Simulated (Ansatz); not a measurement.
AlGa₂⁻. Charge -1, multiplicity 3. Geometry B3LYP-D4/def2-TZVPD; atoms count from 1.

```xyz
3

Al    1.2178   -0.1777   -0.6584
Ga    0.0681    0.2401    1.5406
Ga   -1.2859   -0.0624   -0.8821
```

At PBE0-D4/def2-TZVPD a broken-symmetry singlet of charge -1 lies 0.18 eV below the triplet, each at its own geometry. The structure comes from a short search, and lower isomers may exist.

Q: Estimate the Mulliken populations from the PBE0/def2-TZVPD orbitals of Ansatz.

A: 
| atom | charge (e) | spin (α − β) |
| --- | --- | --- |
| Al1 | -0.45 | 0.76 |
| Ga2 | -0.28 | 0.62 |
| Ga3 | -0.28 | 0.62 |
Mulliken values depend strongly on the basis. With diffuse functions, as here, like atoms can get unlike values, and bond orders can come out too low or too high.

Q: Where does the spin sit?

A: Summed by element: Al 0.76, Ga 1.24, of 2 unpaired in all. Largest on single atoms: Al1 0.76, Ga2 0.62, Ga3 0.62.

Q: And the Mayer bond orders between heavy atoms (over 0.3)?

A: Al1–Ga2 1.22 (2.52 Å); Al1–Ga3 1.22 (2.52 Å); Ga2–Ga3 0.86 (2.79 Å).
